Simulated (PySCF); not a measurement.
**Name the molecule from its bond curve**

A diatomic of charge 0 contains Zn. Its quartet curve at BLYP in a double-zeta basis (no relativity, PySCF), in eV from the separated fragments:

```tsv
R (Å)	E (eV)
1.681	-0.559
1.760	-0.856
1.838	-1.008
1.896	-1.057
1.955	-1.066
2.014	-1.048
2.092	-0.993
2.190	-0.899
2.307	-0.770
2.463	-0.601
```

The fit gives ωe = 455 cm⁻¹ and the rotational constant Bₑ = 0.3890 cm⁻¹.

**Question.** Which atom is the partner?

**Answer.** The minimum lies at 1.942 Å, so the reduced mass is 16.8576 u Å² cm⁻¹/(Bₑ·Re²) = 11.49 u. With Zn at 63.93 u the partner weighs about 14.0 u: N. The molecule is ZnN.

The state was picked by a PBE0 search and need not be the measured ground state.
